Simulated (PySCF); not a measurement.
A structure optimised at PBE-D3(BJ)/def2-SVP, used in a PySCF frequency run:

```xyz
16

Si     1.8005    -0.3042    -0.1199
C      0.2897    -0.1282     1.0232
B     -0.9644     0.1520     0.1229
C     -1.4129     1.6409    -0.1529
C     -1.7550    -1.0386    -0.5498
H      3.0524    -0.5338     0.6856
H      1.9934     0.9419    -0.9432
H      1.6239    -1.4663    -1.0606
H      0.2329    -1.0851     1.5845
H      0.5389     0.7012     1.7190
H     -1.9565     1.7880    -1.1083
H     -2.1424     1.8893     0.6551
H     -0.5996     2.3903    -0.0698
H     -2.8503    -0.8565    -0.5737
H     -1.4483    -1.0722    -1.6220
H     -1.5600    -2.0430    -0.1243
```
Charge 0, spin multiplicity 1.

Problem. Write its SMILES and formula.

Solution. CB(C)C[SiH3], C3H11BSi

Problem. What are its rotational constants (standard atomic weights)?

Solution. 5.3087, 2.1531, 1.8331 GHz
